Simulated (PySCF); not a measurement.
ZnSn⁺: from constants to spectrum

CAM-B3LYP constants of ZnSn⁺, ²Π (doublet), unpaired electrons π ↑ (PySCF, scalar-relativistic core potentials, basis sets Zn def2-SVPD, Sn def2-SVPD with ECP28; masses 63.9291 and 119.9022 u):

- ωe: 140.8 cm⁻¹
- ωexe: 0.503 cm⁻¹
- Be: 0.052019 cm⁻¹
- αe: 0.000271 cm⁻¹
- D (centrifugal): 2.84e-08 cm⁻¹
- De to Zn + Sn⁺: 1.30 eV

Q: Give the vibrational terms G(v) and spacings up to v = 6.

A: G(v) = ωe(v+½) − ωexe(v+½)².

| v | G(v) (cm⁻¹) | G(v) − G(v−1) | Bv (cm⁻¹) |
| --- | --- | --- | --- |
| 0 | 70.3 |  | 0.05188 |
| 1 | 210.1 | 139.8 | 0.05161 |
| 2 | 348.9 | 138.8 | 0.05134 |
| 3 | 486.6 | 137.8 | 0.05107 |
| 4 | 623.4 | 136.8 | 0.05080 |
| 5 | 759.2 | 135.8 | 0.05053 |
| 6 | 893.9 | 134.8 | 0.05026 |

Q: How well does the Morse estimate ωe²/(4ωexe) reproduce De, and what is D0?

A: It gives 1.22 eV, 94 % of the computed De. D0 = De − G(0) = 1.30 − 0.01 = 1.29 eV.

Spin–orbit coupling is left out, which matters for elements this heavy, above all for dissociation energies. For an ion De counts to the pair picked by the measured ionisation energies or electron affinities, which need not be the lowest pair at this level. The state was picked by a PBE0 search and need not be the measured ground state.
